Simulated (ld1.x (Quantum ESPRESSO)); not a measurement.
Hf (Z = 72): TM semilocal pseudisation with PBE, scalar-relativistic reference atom.

The input file (ld1.x (Quantum ESPRESSO) 7.5):

```
&input
   title='Hf', zed=72., rel=1, dft='PBE', iswitch=3,
   config='[Xe] 4f14 5d2 6s2 6p0',
   nld=3, rlderiv=3.50, eminld=-2.0, emaxld=5.0, deld=0.02
 /
 &inputp
   pseudotype=1, tm=.true., lloc=2,
   nlcc=.true., new_core_ps=.true.,
   file_pseudopw='Hf.pp', file_wfcaegen='ae.wfc', file_wfcncgen='nc.wfc'
 /
3
6S  1  0   2.00   0.00  2.30  2.30  0.0
6P  2  1   0.00   0.00  3.20  3.20  0.0
5D  3  2   2.00   0.00  2.85  2.85  0.0
 &test
   configts(1)='5d2 6s2 6p0'
 /
```

Command:

```bash
ld1.x < Hf.in > Hf.out
```

Output (shortened: banner, matrices, multipoles, cross overlaps and the repeated all-electron block are left out):

```
Program LD1 v.7.5
     --------------------------- All-electron run ----------------------------

     Hf
     scalar relativistic calculation

     atomic number is 72.00
     dft =PBE   lsd =0 sic =0 latt =0  beta=0.20 tr2=1.0E-14
     Exchange-correlation= PBE
                           (   1   4   3   4   0   0   0)
     mesh =1271 r(mesh) =  99.31870 a.u. xmin = -7.00 dx = 0.01250
     1 Ry =  13.60569312 eV, c = 137.03599908

     n l     nl                  e(Ry)          e(Ha)          e(eV)
     1 0     1S 1( 2.00)     -4798.6110     -2399.3055    -65288.4286
     2 0     2S 1( 2.00)      -820.6457      -410.3228    -11165.4529
     2 1     2P 1( 6.00)      -720.5158      -360.2579     -9803.1172
     3 0     3S 1( 2.00)      -186.9869       -93.4935     -2544.0869
     3 1     3P 1( 6.00)      -157.0786       -78.5393     -2137.1631
     4 0     4S 1( 2.00)       -37.6716       -18.8358      -512.5485
     4 1     4P 1( 6.00)       -27.8617       -13.9309      -379.0778
     3 2     3D 1(10.00)      -121.7032       -60.8516     -1655.8558
     5 0     5S 1( 2.00)        -4.9256        -2.4628       -67.0155
     5 1     5P 1( 6.00)        -2.6146        -1.3073       -35.5735
     4 2     4D 1(10.00)       -15.1900        -7.5950      -206.6705
     4 3     4F 1(14.00)        -1.2373        -0.6187       -16.8347
     5 2     5D 1( 2.00)        -0.1976        -0.0988        -2.6887
     6 0     6S 1( 2.00)        -0.3754        -0.1877        -5.1082
     6 1     6P 1( 0.00)        -0.1026        -0.0513        -1.3962

     final scf error:  9.5E-15 reached in  28 iterations

     Etot =  -30156.442974 Ry,  -15078.221487 Ha, -410299.308785 eV

     Ekin =   33046.727666 Ry,   16523.363833 Ha,  449623.635342 eV
     Encl =  -74400.522534 Ry,  -37200.261267 Ha,-1012270.677782 eV
     Eh   =   11812.508265 Ry,    5906.254132 Ha,  160717.362466 eV
     Exc  =    -615.156371 Ry,    -307.578186 Ha,   -8369.628810 eV

     normalization and overlap integrals

     s(1S/1S) =  1.000000  <r> =   0.0190  <r2> =    0.0005  r(max) =   0.0120
     s(2S/2S) =  1.000000  <r> =   0.0804  <r2> =    0.0076  r(max) =   0.0679
     s(2P/2P) =  1.000000  <r> =   0.0717  <r2> =    0.0063  r(max) =   0.0556
     s(3S/3S) =  1.000000  <r> =   0.2086  <r2> =    0.0498  r(max) =   0.1917
     s(3P/3P) =  1.000000  <r> =   0.2085  <r2> =    0.0504  r(max) =   0.1893
     s(4S/4S) =  1.000000  <r> =   0.4682  <r2> =    0.2475  r(max) =   0.4375
     s(4P/4P) =  1.000000  <r> =   0.4976  <r2> =    0.2818  r(max) =   0.4599
     s(3D/3D) =  1.000000  <r> =   0.1890  <r2> =    0.0419  r(max) =   0.1550
     s(5S/5S) =  1.000000  <r> =   1.1348  <r2> =    1.4495  r(max) =   1.0109
     s(5P/5P) =  1.000000  <r> =   1.3423  <r2> =    2.0507  r(max) =   1.1599
     s(4D/4D) =  1.000000  <r> =   0.5352  <r2> =    0.3323  r(max) =   0.4716
     s(4F/4F) =  1.000000  <r> =   0.6773  <r2> =    0.5953  r(max) =   0.4542
     s(5D/5D) =  1.000000  <r> =   2.5139  <r2> =    7.9530  r(max) =   1.6876
     s(6S/6S) =  1.000000  <r> =   3.4500  <r2> =   13.5887  r(max) =   2.8888
     s(6P/6P) =  1.000000  <r> =   5.1293  <r2> =   30.7367  r(max) =   4.0484

     ------------------------ End of All-electron run ------------------------

     --------------------- Generating NC pseudopotential ---------------------

      Generating local pot.: lloc=2, matching radius rcloc =   2.8500

      Computing core charge for nlcc:

       r > 1.96 : true rho core
      Core charge pseudized with two Bessel functions
      Integrated core pseudo-charge :  11.91

      Wfc   6S  rcut= 2.278  Using Troullier-Martins method

      Wfc   6P  rcut= 3.233  Using Troullier-Martins method

     ------------------- End of pseudopotential generation -------------------

     Computing logarithmic derivative in   3.50645
     Computing logarithmic derivative in   3.50645
     Computing the partial wave expansion
     R is outside the sphere for l=    0 j= 0.00
     R is outside the sphere for l=    1 j= 0.00
       no projector for channel:   2

     ---------------------- Testing the pseudopotential ----------------------

     Hf
     scalar relativistic calculation

     atomic number is 72.00   valence charge is  4.00
     dft =PBE   lsd =0 sic =0 latt =0  beta=0.20 tr2=1.0E-14
     mesh =1271 r(mesh) =  99.31870 xmin = -7.00 dx = 0.01250

     n l     nl             e AE (Ry)        e PS (Ry)    De AE-PS (Ry)
     3 2     5D   1( 2.00)       -0.19761       -0.19761        0.00000
     1 0     6S   1( 2.00)       -0.37544       -0.37544       -0.00000
     2 1     6P   1( 0.00)       -0.10262       -0.10262        0.00000

     eps = 2.4E-15  iter = 12

     Etot =  -30156.442974 Ry,  -15078.221487 Ha, -410299.308785 eV
     Etotps =   -21.859134 Ry,     -10.929567 Ha,    -297.408670 eV

     Ekin =       4.913791 Ry,       2.456896 Ha,      66.855538 eV
     Encl =     -13.712099 Ry,      -6.856050 Ha,    -186.562612 eV
     Ehrt =       4.854051 Ry,       2.427025 Ha,      66.042727 eV
     Ecxc =     -18.690767 Ry,      -9.345383 Ha,    -254.300835 eV
     (Ecc =     -16.140022 Ry,      -8.070011 Ha,    -219.596185 eV)
     Epseu=       0.775889 Ry,       0.387945 Ha,      10.556512 eV

     ---------------------- End of pseudopotential test ----------------------
```

Generation and configuration tests took about 1.8 s on one core of a shared server CPU.
